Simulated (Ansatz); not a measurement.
C2H7GeN can be A, `C[CH2][Ge][NH2]`, or B, `C=N[CH2][GeH3]`.

Gas-phase electronic energies from Ansatz, PBE0-D4/def2-TZVP geometries. CBS: MP2 limit from def2 TZ/QZ plus the TZ coupled-cluster correction, frozen cores. DFT in def2-TZVPP. B3LYP here is the variant with VWN-RPA as its local correlation; programs differ in this. For Ge outer-core shells are correlated without core-valence functions, which leaves a few kJ/mol of doubt a bond. Scalar relativity is left out up to krypton. One conformer a species, not always the lowest.

Q: Which is lower in electronic energy at CCSD(T)/CBS, and by how much? (An estimate is asked.)

A: Ansatz gave: A, by 140.0 kJ/mol.

Q: Give E(B) − E(A) in kJ/mol with ωB97M-V, PBE0-D4, B2PLYP, B3LYP-D4, PBE-D4, CCSD(T)/def2-TZVPP, HF/def2-TZVPP. (An estimate is asked.)

A: The calculation gave: ωB97M-V 141.5, PBE0-D4 136.9, B2PLYP 134.1, B3LYP-D4 138.7, PBE-D4 137.1, CCSD(T)/def2-TZVPP 124.1, HF/def2-TZVPP 116.7. None reverses the order clearly.

Largest T1 diagnostic: 0.013.

In def2-TZVPP, CCSD(T) changes the Hartree–Fock value by +7.4 kJ/mol (the triples alone add −1.6 kJ/mol) and MP2 by +15.1 kJ/mol.
